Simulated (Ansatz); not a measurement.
Consider the ligand exchange at a W–F bond: `[OH][W]([OH])([OH])([F])([Cl])[Cl]` + HCl → `[OH][W]([OH])([OH])([Cl])([Cl])[Cl]` + H–F.

Gas-phase electronic energies from Ansatz, PBE0-D4/def2-TZVP geometries. CBS: MP2 limit from def2 TZ/QZ plus the TZ coupled-cluster correction, frozen cores. This one scheme is used for every species. Functionals use def2-TZVPP. B3LYP here is the variant with VWN-RPA as its local correlation; programs differ in this. Elements past krypton have def2 core potentials. For W outer-core shells are correlated without core-valence functions, which leaves a few kJ/mol of doubt a bond. One conformer a species, not always the lowest.

```json
{"level": "LDA (SPW92)", "ΔE (kJ/mol)": "21.7", "difference from CCSD(T)/CBS": "9.3"}
{"level": "r2SCAN-D4", "ΔE (kJ/mol)": "29.3", "difference from CCSD(T)/CBS": "16.9"}
{"level": "B97M-V", "ΔE (kJ/mol)": "32.6", "difference from CCSD(T)/CBS": "20.2"}
{"level": "B3LYP-D4", "ΔE (kJ/mol)": "25.8", "difference from CCSD(T)/CBS": "13.4"}
{"level": "r2SCANh-D4", "ΔE (kJ/mol)": "27.4", "difference from CCSD(T)/CBS": "15.0"}
{"level": "B2PLYP", "ΔE (kJ/mol)": "24.8", "difference from CCSD(T)/CBS": "12.4"}
{"level": "PBE", "ΔE (kJ/mol)": "26.1", "difference from CCSD(T)/CBS": "13.7"}
{"level": "revPBE", "ΔE (kJ/mol)": "28.3", "difference from CCSD(T)/CBS": "15.9"}
{"level": "r2SCAN", "ΔE (kJ/mol)": "30.7", "difference from CCSD(T)/CBS": "18.3"}
{"level": "PBE0", "ΔE (kJ/mol)": "23.8", "difference from CCSD(T)/CBS": "11.4"}
{"level": "r2SCANh", "ΔE (kJ/mol)": "29.0", "difference from CCSD(T)/CBS": "16.6"}
{"level": "BHLYP", "ΔE (kJ/mol)": "37.1", "difference from CCSD(T)/CBS": "24.7"}
{"level": "MP2/def2-SVP", "ΔE (kJ/mol)": "28.6", "difference from CCSD(T)/CBS": "16.2"}
{"level": "CCSD(T)/def2-SVP", "ΔE (kJ/mol)": "41.1", "difference from CCSD(T)/CBS": "28.7"}
{"level": "HF/CBS(def2)", "ΔE (kJ/mol)": "45.8", "difference from CCSD(T)/CBS": "33.4"}
{"level": "MP2/CBS(def2)", "ΔE (kJ/mol)": "-5.8", "difference from CCSD(T)/CBS": "-18.2"}
{"level": "CCSD(T)/CBS", "ΔE (kJ/mol)": "12.4", "difference from CCSD(T)/CBS": "0"}
```

Largest T1 diagnostic among the species: 0.022, so the coupled-cluster value is less sure than usual.

Leaving LDA and LC-ωPBE aside and taking each functional with its dispersion term where it has one, the values, not all of them listed here, spread over 22.7 kJ/mol, from PBE-QIDH to CAM-B3LYP-D4. LDA lies −4.4 kJ/mol from PBE without D4. In def2-TZVPP, CCSD(T) changes the Hartree–Fock value by −25.1 kJ/mol (the triples alone add −6.5 kJ/mol) and MP2 by −43.2 kJ/mol. The D4 term adds −10.2 kJ/mol with B3LYP and −5.4 kJ/mol with PBE0; it sums over pairs of atoms, weighted by their polarisabilities, and B3LYP, whose exchange is more repulsive, gets the larger term.
